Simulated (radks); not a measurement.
Task: The table gives one normalised radial function P(r) = r R(r) of Ti4+ in [Ne] 3s1.5 3p6 3d0.5 (r in bohr). All-electron calculation, non-relativistic Kohn-Sham, r2SCAN, spin-polarised, spherical densities, point nucleus; open shells are filled with parallel spins first; meta-GGA in the generalised Kohn-Sham scheme. Program: a radial shooting solver on a logarithmic mesh with Libxc functionals.

r,P
0.003362,0.0036
0.003821,0.0046
0.004378,0.0060
0.004976,0.0077
0.005656,0.0099
0.006428,0.0126
0.007306,0.0162
0.008303,0.0207
0.009437,0.0264
0.01073,0.0336
0.01219,0.0427
0.01397,0.0550
0.01587,0.0696
0.01804,0.0878
0.0205,0.1105
0.0233,0.1385
0.02649,0.1729
0.0301,0.2149
0.03421,0.2657
0.03889,0.3267
0.04455,0.4040
0.05063,0.4897
0.05755,0.5887
0.06541,0.7012
0.07434,0.8267
0.08449,0.9636
0.09603,1.1092
0.1091,1.2590
0.124,1.4065
0.1421,1.5517
0.1615,1.6679
0.1836,1.7537
0.2086,1.7989
0.2371,1.7954
0.2695,1.7381
0.3063,1.6265
0.3482,1.4657
0.3957,1.2663
0.4533,1.0295
0.5152,0.8024
0.5856,0.5897
0.6656,0.4068
0.7564,0.2627
0.8597,0.1571
0.9771,0.0859
1.111,0.0425
1.262,0.0188
1.446,0.0069
1.644,0.0023
1.868,0.0007
2.123,0.0002
2.413,0.0000
2.743,0.0000
3.117,0.0000
3.543,0.0000
4.026,0.0000
4.613,0.0000
5.243,0.0000
5.959,0.0000
6.773,0.0000
7.697,0.0000

Which n and l does it have? It may be an empty orbital.

Result: n = 2, l = 1: the number of nodes gives n - l - 1 = 0, the rise at small r (about r^(l+1)) gives l, and the extent must fit the shell. The curve is that of 2p down; the table hardly tells the two spins apart. 2p down: eigenvalue -505.00 eV, 0 radial nodes, <r> = 0.290 bohr, 90 % of the charge inside 0.476 bohr.
